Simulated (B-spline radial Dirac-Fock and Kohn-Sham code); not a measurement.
# Relativistic shifts of the levels of Ho⁵⁺

System: Ho⁵⁺, 1s2 2s2 2p6 3s2 3p6 3d10 4s2 4p6 4d10 4f9 5s2 5p5.

Both columns are ΔSCF binding energies of the configuration average from a radial atomic solver: non-relativistic Hartree-Fock with a point nucleus, and Dirac-Fock with a finite nucleus and the Coulomb interaction alone, averaged over the two j levels with weights 2j+1.

```csv
shell,Hartree-Fock (eV),Dirac-Fock (eV),shift (eV),shift (%)
1s,52294.6,55945.6,+3651.05,+6.98
2s,8562.1,9511.0,+948.90,+11.08
2p,8149.7,8456.4,+306.73,+3.76
3s,1996.2,2223.2,+226.94,+11.37
3p,1809.7,1891.8,+82.09,+4.54
3d,1466.3,1451.3,-14.95,-1.02
4s,466.4,520.5,+54.10,+11.60
4d,253.4,249.6,-3.82,-1.51
4f,86.77,80.70,-6.07,-7.00
5s,114.0,123.2,+9.19,+8.07
5p,90.01,92.26,+2.25,+2.50
```

Relativity binds 1s, 2s, 2p, 3s, 3p, 4s, 5s, 5p more strongly, among those listed most of all 4s in relative terms, and 3d, 4d, 4f more weakly, because the contracted s and p shells screen the nucleus better.

Values without a named source are computed, but for edge energies of neutral atoms, which are taken from tables.
